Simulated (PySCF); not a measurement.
**Bond length, frequency and bond energy of NaTl by level of theory**

State: ¹Σ⁺ (singlet), closed shell. Set-up: basis Na def2-SVP, Tl def2-SVP with ECP60; scalar-relativistic core potentials; PySCF 2.14. De refers to Na + Tl in their high-spin ground configurations, without counterpoise correction. A positive dipole means Na(−)Tl(+).

```json
{"Level": "RHF-MP2", "Re (Å)": "3.305", "ωe (cm⁻¹)": "138", "De (eV)": "0.50", "μ (D)": "n/a", "CPU s a point (SCF and correlation, without the integrals)": "0.078"}
{"Level": "RHF-SCS-MP2", "Re (Å)": "3.326", "ωe (cm⁻¹)": "135", "De (eV)": "0.53", "μ (D)": "n/a", "CPU s a point (SCF and correlation, without the integrals)": "n/a"}
{"Level": "RHF-CCSD", "Re (Å)": "3.332", "ωe (cm⁻¹)": "132", "De (eV)": "0.66", "μ (D)": "n/a", "CPU s a point (SCF and correlation, without the integrals)": "n/a"}
{"Level": "RHF-CCSD(T)", "Re (Å)": "3.334", "ωe (cm⁻¹)": "130", "De (eV)": "0.70", "μ (D)": "n/a", "CPU s a point (SCF and correlation, without the integrals)": "1.5"}
{"Level": "PBE", "Re (Å)": "3.290", "ωe (cm⁻¹)": "128", "De (eV)": "0.87", "μ (D)": "-0.71", "CPU s a point (SCF and correlation, without the integrals)": "0.72"}
{"Level": "r²SCAN", "Re (Å)": "3.286", "ωe (cm⁻¹)": "132", "De (eV)": "0.69", "μ (D)": "-1.32", "CPU s a point (SCF and correlation, without the integrals)": "0.99"}
{"Level": "TPSSh", "Re (Å)": "3.319", "ωe (cm⁻¹)": "127", "De (eV)": "0.84", "μ (D)": "-1.23", "CPU s a point (SCF and correlation, without the integrals)": "1.1"}
{"Level": "PBE0", "Re (Å)": "3.276", "ωe (cm⁻¹)": "133", "De (eV)": "0.73", "μ (D)": "-1.28", "CPU s a point (SCF and correlation, without the integrals)": "1.2"}
{"Level": "M06", "Re (Å)": "3.316", "ωe (cm⁻¹)": "117", "De (eV)": "1.05", "μ (D)": "-1.84", "CPU s a point (SCF and correlation, without the integrals)": "4.1"}
{"Level": "M06-2X", "Re (Å)": "3.226", "ωe (cm⁻¹)": "148", "De (eV)": "0.73", "μ (D)": "-1.04", "CPU s a point (SCF and correlation, without the integrals)": "0.96"}
{"Level": "ωB97X", "Re (Å)": "3.228", "ωe (cm⁻¹)": "142", "De (eV)": "0.90", "μ (D)": "-2.41", "CPU s a point (SCF and correlation, without the integrals)": "1.2"}
```

The bond length runs from 3.226 Å (M06-2X) to 3.334 Å (RHF-CCSD(T)). De spans 0.50 eV (RHF-MP2, perturbation theory) to 1.05 eV (M06, hybrid meta-GGA).

Correlated steps freeze 5 core orbitals. Closed-shell solutions of metal pairs were not tested for spin polarisation, which can lower them a little. Correlated levels converge slowly with the basis: in double zeta they bind strong bonds too weakly, by up to about 1 eV, and carry superposition errors of some tenths. These are scalar-relativistic numbers at best; spin–orbit coupling would shift them, the dissociation energy most. Where the molecule has an RHF reference, its open-shell atoms are computed with UHF.

The whole job (state search and all levels along the bond) took about 3 min on 1 thread of Arm Neoverse N1 (shared host), peak memory 0.48 GiB.
